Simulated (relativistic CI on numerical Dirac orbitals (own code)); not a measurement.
## Co3+ in a cubic cluster: 2p photoemission with charge transfer

Computed with a charge-transfer multiplet model of a cubic metal-ligand cluster with up to 3 ligand holes, Slater and spin-orbit integrals from Dirac-Coulomb-Breit ions, Slater integrals scaled by 0.8. The ground state mixes d6 with configurations of k ligand holes L, whose averages lie at kΔ + k(k − 1)U_dd/2; a core hole lowers each added d electron by U_cd. 300 K, Lorentzian 0.6 eV and Gaussian 0.8 eV FWHM.

Atomic integrals in eV (Slater integrals scaled, ζ unscaled), ground: F2dd 10.085, F4dd 6.299, zeta_d 0.071; with the core hole: F2dd 11.456, F4dd 7.196, zeta_d 0.102, zeta_core 9.658, F2cd 6.863, G1cd 5.283, G3cd 3.006.

Cluster parameters (eV): Δ = 2, U_dd = 6.5, U_cd = 8.3, 10Dq = 1, 10Dq(ligand) = 1.2, final-state hopping factor = 1.

```csv
Case,n_d,d6,d7L,d8L2,d9L3,S
"V(eg) = 1.85 eV, V(t2g) = -0.83 eV",6.29,0.72,0.26,0.01,0.00,1.99
"V(eg) = 2.15 eV, V(t2g) = -0.97 eV",6.52,0.53,0.41,0.05,0.00,1.12
"V(eg) = 3.05 eV, V(t2g) = -1.38 eV",6.76,0.37,0.51,0.12,0.01,0.04
```

Weights, n_d and S are thermal averages at 300 K. Binding energies count from the first peak over 30 % of the highest in each spectrum, which can be another peak from case to case. The parameters are a model scan and need not match a compound or its usual spin state. Peaks in eV (height, largest 100):
- V(eg) = 1.85 eV, V(t2g) = -0.83 eV: 0.0 (100), 1.6 (84), 5.7 (65), 7.3 (79), 10.6 (58), 16.6 (74), 22.4 (46), 26.7 (28)
- V(eg) = 2.15 eV, V(t2g) = -0.97 eV: 0.0 (100), 2.8 (29), 7.5 (36), 12.4 (16), 15.2 (45), 17.0 (33), 24.5 (21), 29.2 (5), 30.9 (7)
- V(eg) = 3.05 eV, V(t2g) = -1.38 eV: 0.0 (100), 3.1 (9), 5.7 (6), 10.1 (20), 15.2 (45), 17.0 (11), 25.1 (9), 26.6 (7)

Curve for V(eg) = 1.85 eV, V(t2g) = -0.83 eV (points under 2 left out, the grid thinned):

(E (eV), Intensity): (-4.0, 2.1), (-3.2, 3.0), (-2.4, 4.9), (-1.6, 11.0), (-0.8, 44.7), (0.0, 100.0), (0.9, 79.1), (1.7, 83.3), (2.5, 71.7), (3.3, 51.1), (4.1, 41.1), (4.9, 50.5), (5.7, 65.2), (6.5, 66.5), (7.3, 79.2), (8.1, 63.8), (8.9, 45.1), (9.8, 52.0), (10.6, 58.2), (11.4, 47.6), (12.2, 28.5), (13.0, 21.7), (13.8, 16.3), (14.6, 19.2), (15.4, 36.2), (16.2, 69.7), (17.0, 71.9), (17.8, 48.8), (18.7, 25.1), (19.5, 16.1), (20.3, 14.6), (21.1, 21.2), (21.9, 38.6), (22.7, 43.2), (23.5, 29.5), (24.3, 27.8), (25.1, 25.4), (25.9, 26.3), (26.7, 27.7), (27.6, 18.3), (28.4, 15.1), (29.2, 8.7), (30.0, 6.7), (30.8, 3.9), (31.6, 2.1)

For the case V(eg) = 2.15 eV, V(t2g) = -0.97 eV, Δ = 2 eV is smaller than U_dd = 6.5 eV, the charge-transfer side of the Zaanen-Sawatzky-Allen scheme. With the core hole the average of the configuration with one ligand hole lies at Δ − U_cd = -6.3 eV before mixing: it lies below the unscreened one, so the lowest final states are mostly screened and the unscreened weight appears at higher binding energy as a satellite. The thermal average of S changes within this range, from 2.0 to 0.0; a value between half-integers is an average over states of different spin.
